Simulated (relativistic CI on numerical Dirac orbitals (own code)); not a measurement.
Crystal-field levels of Ho3+, 4f10

Calculated by Dirac-Coulomb-Breit CI, orbitals from a KLI potential per configuration, model QED, valence Slater integrals scaled by 0.7, one configuration in a parametric crystal field (own radial code).

Field parameters in Wybourne normalisation; cubic f-shell fields have B⁴₄ = √(5/14) B⁴₀ and B⁶₄ = −√(7/2) B⁶₀. The field is a parameter set, without covalency.

S and J are read from ⟨S²⟩ = S(S + 1) and ⟨J²⟩ = J(J + 1) of each level; they are not fictitious spins.

D4h, B20 = -390, B40 = -1080, B44 = -900, B60 = 0, B64 = 610 cm⁻¹, the lowest 10 levels:

```
E (cm⁻¹)  Degeneracy  Irrep     S     J
     0.0           1     B2  1.92  8.00
     2.9           2      E  1.92  8.00
    11.6           1     A1  1.92  8.00
    83.8           1     A2  1.92  8.00
    92.9           2      E  1.92  8.00
     102           1     B1  1.92  8.00
     122           1     B2  1.92  8.00
     173           2      E  1.92  8.00
     252           1     A1  1.92  8.00
     313           1     A2  1.92  8.00
```

C2v, B20 = 780, B22 = 20, B40 = -770, B42 = 420, B44 = 460, B60 = -390, B62 = -240, B64 = -150, B66 = -530 cm⁻¹, the lowest 10 levels:

| E (cm⁻¹) | Degeneracy | S | J |
| --- | --- | --- | --- |
| 0.0 | 1 | 1.92 | 8.00 |
| 2.8 | 1 | 1.92 | 8.00 |
| 2.9 | 1 | 1.92 | 8.00 |
| 24.0 | 1 | 1.92 | 8.00 |
| 41.9 | 1 | 1.92 | 8.00 |
| 63.5 | 1 | 1.92 | 8.00 |
| 85.9 | 1 | 1.92 | 8.00 |
| 110 | 1 | 1.92 | 8.00 |
| 127 | 1 | 1.92 | 8.00 |
| 163 | 1 | 1.92 | 8.00 |

Oh, B40 = -2220, B60 = 320 cm⁻¹, the lowest 10 levels:

```
E (cm⁻¹)  Degeneracy  Irrep     S     J
     0.0           3     T2  1.92  8.00
    12.6           2      E  1.92  8.00
    38.3           3     T1  1.92  8.00
     308           3     T2  1.92  8.00
     344           2      E  1.92  8.00
     372           3     T1  1.92  8.00
     406           1     A1  1.92  8.00
    5240           3     T1  1.97  7.00
    5283           2      E  1.97  7.00
    5305           3     T2  1.97  7.00
```

D4h, B20 = -970, B40 = 820, B44 = -1130, B60 = 350, B64 = 260 cm⁻¹, the lowest 10 levels:

```tsv
E (cm⁻¹)	Degeneracy	Irrep	S	J
0.0	1	B2	1.92	8.00
10.3	2	E	1.92	8.00
23.9	1	A1	1.92	8.00
158	1	A2	1.92	8.00
204	2	E	1.92	8.00
210	1	A1	1.92	8.00
220	1	A2	1.92	8.00
241	1	B1	1.92	8.00
274	2	E	1.92	8.00
274	1	A1	1.92	8.00
```

Oh, B40 = -1160, B60 = -540 cm⁻¹, the lowest 16 levels:

```tsv
E (cm⁻¹)	Degeneracy	Irrep	S	J
0.0	3	T2	1.92	8.00
97.8	2	E	1.92	8.00
180	3	T1	1.92	8.00
205	3	T2	1.92	8.00
304	1	A1	1.92	8.00
459	3	T1	1.92	8.00
480	2	E	1.92	8.00
5349	3	T1	1.97	7.00
5361	1	A2	1.97	7.00
5362	3	T2	1.97	7.00
5363	2	E	1.97	7.00
5457	3	T1	1.97	7.00
5474	3	T2	1.97	7.00
8699	1	A1	1.94	6.00
8711	3	T1	1.94	6.00
8724	3	T2	1.94	6.00
```

The next free-ion level lies 5163 cm⁻¹ above the lowest; the field splits the ground level into components whose J stays near 8 as long as their spread is small against that gap.

Levels of this model without a field, named by their leading LS term (the scale mimics covalency, so terms lie below those of the real free ion): 5I_8 0, 5I_7 5163, 5I_6 8524, 5I_5 10828, 5I_4 12847, 5F_5 14458, 5S_2 16619, 3K_8 17019 cm⁻¹.
